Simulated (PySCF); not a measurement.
Method: B3LYP-D3(BJ)/def2-TZVP // r2SCAN-D4/def2-SVP (PySCF 2.14.0). All species are isolated molecules in the gas phase. One relaxed conformer stands for a flexible species; it need not be the lowest. B3LYP has the VWN-RPA correlation part, as in Gaussian. 

Reference species: [Nb(F)2(NH2)3] (neutral, multiplicity 1).

The charge on the central atom (Mulliken) is 1.94 e and the HOMO–LUMO gap is 4.40 eV. The coordination number is 5.

After one change: the charge on the central atom (Mulliken) hardly moves; the HOMO–LUMO gap goes up by 0.39 eV; the coordination number is nearly the same.

Question: What was changed between the two runs? The new species is one of these.
A) [Nb(F)3(NH2)2]
B) [Nb(F)4(NH2)]
C) [Nb(NH2)5]
D) [Nb(F)(NH2)4]

Answer: A, [Nb(F)3(NH2)2]
